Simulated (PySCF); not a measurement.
From one molecule to another.

First species: C₆H₁₃N₃Si.
Geometry (GFN2-xTB, Å), atoms numbered from 1 in this order:
```xyz
23
C6H13N3Si angstrom
C      3.4654   -0.8365   -0.2933
C      1.9824   -0.8043   -0.3837
N      1.2543   -1.8657   -0.8024
N      0.0179   -1.5685   -0.7877
N     -0.1337   -0.3009   -0.3598
Si    -1.7619    0.3812   -0.2265
C     -2.1708    0.5646    1.6199
C     -2.8975   -0.8392   -1.1138
C      1.0968    0.2152   -0.0932
C      1.3251    1.5896    0.4111
H      3.9045   -0.0692   -0.9304
H      3.7921   -0.6600    0.7311
H      3.8191   -1.8113   -0.6164
H     -1.6895    1.6960   -0.8857
H     -3.1687    0.9694    1.7545
H     -1.4789    1.2295    2.1286
H     -2.1345   -0.3969    2.1257
H     -2.7025   -0.8506   -2.1814
H     -2.7376   -1.8487   -0.7474
H     -3.9416   -0.5823   -0.9669
H      0.7400    2.3103   -0.1569
H      1.0352    1.6666    1.4590
H      2.3797    1.8388    0.3257
```

Second species: C₆H₁₃N₃Si.
SMILES: `CCCn1nnc(C)c1[SiH3]`

Levels: PBE0/pcSseg-1 for dipole moment, HOMO energy, LUMO energy and HOMO–LUMO gap; GFN2-xTB for rotational constant A and rotational constant C. Geometries: GFN2-xTB. Each structure is a single optimised conformer of the isolated species, non-relativistic unless stated; the electronic structure was computed with PySCF and density fitting.

The conformers computed, where there is a choice (atom-mapped SMILES and torsion angles):
- `[CH3:1][c:2]1[n:3][n:4][n:5]([SiH:6]([CH3:7])[CH3:8])[c:9]1[CH3:10]`: N4–N5–Si6–C7 109°
- `[CH3:1][CH2:2][CH2:3][n:4]1[n:5][n:6][c:7]([CH3:8])[c:9]1[SiH3:10]`: C1–C2–C3–N4 180°, C2–C3–N4–N5 106°

Q: Which has the higher HOMO energy?

A: The first: -6.77 eV against -7.13 eV, a difference of 0.36 eV.

Q: Which has the higher LUMO energy?

A: The first: 0.08 eV against -0.36 eV, a difference of 0.44 eV.

Q: Which has the higher dipole moment?

A: The first: 4.33 D against 4.12 D, a difference of 0.21 D.

Q: Which of the two has the higher rotational constant C, and by how much?

A: The first: 0.627 GHz against 0.579 GHz, a difference of 0.048 GHz.

Q: Which has the higher HOMO–LUMO gap?

A: The first: 6.85 eV against 6.77 eV, a difference of 0.08 eV.

Q: Which of the two has the higher rotational constant A, and by how much?

A: The first: 2.088 GHz against 1.744 GHz, a difference of 0.344 GHz.

On the first: The dipole matches unit charges of opposite sign 0.90 Å apart (1 e·Å = 4.8032 D).

On the second: The dipole equals about 13.7 × 10⁻³⁰ C·m (1 D = 3.33564 × 10⁻³⁰ C·m).
